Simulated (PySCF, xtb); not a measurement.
InCl2, SMILES [In]([Cl])[Cl], multiplicity 2.

Harmonic wavenumbers (cm⁻¹) from GFN2-xTB (xtb) at its own minimum, in rising order: 64, 232, 247.

Question: What does B3LYP-D3(BJ)/def2-TZVP in PySCF 2.14.0 give at its own minimum? (An estimate is asked for; the answer gives what the named calculation found.)

Answer: 77, 299, 329. Paired by order, the mean absolute difference is 54 cm⁻¹ and the zero-point energies are 0.8 and 1.0 kcal/mol.
